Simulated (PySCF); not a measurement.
A structure optimised at PBE0-D3(BJ)/def2-SVP, used in a PySCF frequency run:

```xyz
7

Al     0.8670     0.5520     0.0376
As    -1.1729    -0.7176    -0.0086
H     -0.4589    -1.8277    -0.7737
H     -1.5932    -0.0033    -1.2899
F      0.8531     2.1964    -0.2373
O      2.3280    -0.2062     0.4338
H      3.1831     0.2186     0.5227
```
Charge 0, spin multiplicity 1.

Q: Write its SMILES and formula.

A: [OH][Al]([F])[AsH2], AlAsFH3O

Q: What are its rotational constants (standard atomic weights)?

A: 6.2852, 1.6455, 1.3189 GHz
